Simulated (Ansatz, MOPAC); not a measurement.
Spectroscopic constants of LaO, multiplicity 2 (lowest of 2S+1 = 2, 4, 6 at CCSD(T)/def2-TZVPP on PBE0 minima; our sources give no spin for the ground state, which may be another). No spin–orbit coupling.

The constants come from a fifth-degree fit in 1/R (seven points, main isotopes). In def2 and cc sets the state is the lowest found near the PBE0 minimum, followed along R.

Codes used: Ansatz (Gaussian basis) for Hartree–Fock, density functionals and correlated methods; MOPAC for PM7 (differences of heats of formation). Values without a source in brackets are computed. In def2 rows elements past Kr take small-core potentials, without spin–orbit coupling.

```tsv
level	r_e (Å)	ω_e (cm⁻¹)	α_e (cm⁻¹)	ω_e x_e (cm⁻¹)	dipole (D)
PM7	1.813	890	0.0013	2.4	-
SVWN5/def2-TZVPP	1.904	813	0.0013	2.4	4.03
PBE/def2-TZVPP	1.917	791	0.0014	2.4	3.91
r2SCAN/def2-TZVPP	1.908	810	0.0013	2.3	3.84
B97M-V/def2-TZVPP	1.907	808	0.0014	2.4	4.31
B3LYP/def2-TZVPP	1.910	805	0.0013	2.2	4.29
PBE0/def2-TZVPP	1.891	833	0.0013	2.3	3.90
BHLYP/def2-TZVPP	1.885	843	0.0012	2.1	4.28
CAM-B3LYP/def2-TZVPP	1.896	830	0.0013	2.1	4.27
wB97X-V/def2-TZVPP	1.888	845	0.0013	2.1	3.88
wB97M-V/def2-TZVPP	1.890	838	0.0012	2.1	3.75
B2PLYP/def2-TZVPP	1.920	780	0.0014	2.5	-
CCSD/def2-TZVPP	1.894	829	0.0013	2.1	-
CCSD/def2-QZVPP	1.876	832	0.0013	2.0	-
CCSD(T)/def2-TZVPP	1.911	794	0.0014	2.3	-
CCSD(T)/def2-QZVPP	1.893	797	0.0014	2.2	-
CCSD(T)/CBS(def2-TZVPP, def2-QZVPP)	1.888	802	0.0014	2.2	-
```

Correlated levels freeze the inner cores; with def2 sets outer-core shells near the valence are correlated too. CBS: X⁻³ extrapolation of the correlation energy, Hartree–Fock from the larger set. The state reached by PM7 isn't checked; PM7 holds dispersion and hydrogen-bond terms.

Ansatz is a first-principles code.
